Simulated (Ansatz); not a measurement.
Computed with Ansatz.

Basis-set series for CH$_{2}$AlNO (`O=C=[N][AlH2]`). The species carries charge 0 and has multiplicity 1. Geometry: relaxed with PBE0-D4/def2-TZVP.

```json
{"functional": "PBE0-D4", "basis": "def2-TZVPP", "functions": "163", "energy (Eh)": "-411.53002", "HOMO (eV)": "-8.35", "LUMO (eV)": "-1.73"}
{"functional": "PBE0-D4", "basis": "def2-QZVPP", "functions": "301", "energy (Eh)": "-411.54640", "HOMO (eV)": "-8.36", "LUMO (eV)": "-1.76"}
{"functional": "ωB97M-V", "basis": "def2-TZVPP", "functions": "163", "energy (Eh)": "-411.76714", "HOMO (eV)": "-10.54", "LUMO (eV)": "-0.09"}
{"functional": "ωB97M-V", "basis": "def2-QZVPP", "functions": "301", "energy (Eh)": "-411.78250", "HOMO (eV)": "-10.56", "LUMO (eV)": "-0.24"}
```

Problem. Give the rows for def2-SVP. (An estimate is asked.)

Solution. The calculation gave: 
| functional | basis | functions | energy (Eh) | HOMO (eV) | LUMO (eV) |
| --- | --- | --- | --- | --- | --- |
| PBE0-D4 | def2-SVP | 70 | -411.24998 | -8.25 | -1.65 |
| ωB97M-V | def2-SVP | 70 | -411.48158 | -10.39 | 0.07 |
